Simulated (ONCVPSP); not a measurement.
# V (Z = 23), ONCV: configuration errors across variants

```json
{
  "Element": "vanadium",
  "Generator": "ONCVPSP 4.0.1",
  "Type": "optimised norm-conserving Vanderbilt (ONCV)",
  "Functional": "LDA (Perdew-Zunger)",
  "Relativity": "scalar-relativistic",
  "Frozen core": "[Ar]",
  "Valence charge": "5",
  "Reference configuration": "3d3 4s2",
  "Partial waves": "4s: rc 2.70 bohr, ncon 5, nbas 10, qcut 2.8 1/bohr, 3 projectors, debl 0.9 Ha; p scattering state at 0.41 Ha: rc 2.15 bohr, ncon 4, nbas 8, qcut 4.1 1/bohr, 2 projectors, debl 2.2 Ha; 3d: rc 1.75 bohr, ncon 4, nbas 9, qcut 7.9 1/bohr, 3 projectors, debl 1.5 Ha",
  "Local potential": "polynomial inside 1.45 bohr (lpopt 1, dvloc0 2 Ha)",
  "Core correction": "Teter function, fcfact 4, rcfact 1.45"
}
```

All-electron excitation energies from the reference (eV): (1) 3d3 4s1 7.941; (2) 3d3 4s0 22.486; (3) 3d2 4s0 51.645.

1 further variants failed, have other tests or too few solved ones, and are left out.

A true bound ghost makes a file unfit for plane-wave use even where its test errors are small: the radial tests pick states by their node count and pass the ghost by.

Errors AE − PS in meV (a dash: test not solved or not reliable):

| change | (1) | (2) | (3) | bound ghosts | GHOST(+) flags above zero |
| --- | --- | --- | --- | --- | --- |
| base | -14 | -106 | -286 | p | s |
| s: qcut 1.6 | -13 | -107 | -397 | p | s |
| d: nproj 0; local potential the d channel | -14 | -108 | -356 | s, p | s |
| core correction Teter function, fcfact 4, rcfact 1.78 | -63 | -449 | -884 | p | s |
| s: qcut 1.9; p: qcut 2.8; d: qcut 5.5 | -12 | -100 | -280 | none | s, p, d |

(1) Give the same row for: d: rc 2.32.

Answers

(1) -12, -95, -171; bound ghosts: p; GHOST(+) flags above zero: s.
